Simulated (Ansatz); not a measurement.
Relaxation of BF2H3N (7 atoms, charge 0, multiplicity 2), to a largest force component of 0.03 eV/Å in at most 50 steps.

The calculation used UKS PBE-D4/6-31G* (Ansatz).

```xyz
7
Properties=species:S:1:pos:R:3:forces:R:3
B 0.209 -0.013 -0.170 -0.18 0.10 -0.52
F 0.689 -0.326 1.043 0.14 -0.12 0.56
H 1.004 0.184 -1.060 -0.01 0.00 0.01
N -1.178 0.081 -0.336 -0.01 0.06 -0.05
H -1.749 0.055 0.518 0.02 0.00 -0.01
H -1.641 0.314 -1.211 -0.01 -0.03 0.04
F -1.249 -0.295 2.347 0.05 -0.01 -0.04
```

**Question.** Where does it end, and by what steps?

**Answer.** The run converged. After 8 steps the energy has fallen by 0.034 eV; F7 moved furthest, 0.17 Å.

```json
{"step": "0", "energy less start (eV)": "0.0000", "largest force component (eV/Å)": "0.560", "accepted": "yes"}
{"step": "1", "energy less start (eV)": "-0.0057", "largest force component (eV/Å)": "0.305", "accepted": "yes"}
{"step": "2", "energy less start (eV)": "-0.0130", "largest force component (eV/Å)": "0.284", "accepted": "yes"}
{"step": "3", "energy less start (eV)": "-0.0205", "largest force component (eV/Å)": "0.345", "accepted": "yes"}
{"step": "4", "energy less start (eV)": "0.0361", "largest force component (eV/Å)": "1.934", "accepted": "no"}
{"step": "5", "energy less start (eV)": "-0.0301", "largest force component (eV/Å)": "0.089", "accepted": "yes"}
{"step": "6", "energy less start (eV)": "-0.0319", "largest force component (eV/Å)": "0.164", "accepted": "yes"}
{"step": "7", "energy less start (eV)": "-0.0339", "largest force component (eV/Å)": "0.063", "accepted": "yes"}
{"step": "8", "energy less start (eV)": "-0.0342", "largest force component (eV/Å)": "0.023", "accepted": "yes"}
```

```xyz
7
Properties=species:S:1:pos:R:3
B 0.170 0.002 -0.160
F 0.626 -0.262 1.108
H 1.014 0.102 -1.016
N -1.197 0.138 -0.357
H -1.801 0.036 0.462
H -1.641 0.336 -1.248
F -1.086 -0.352 2.341
```

Whether the end is a true minimum wasn't checked by a vibrational analysis.

Run time: 9.8 s on 2 threads of Intel(R) Xeon(R) 6975P-C (Granite Rapids), with other jobs on the host, peak memory 0.17 GiB.
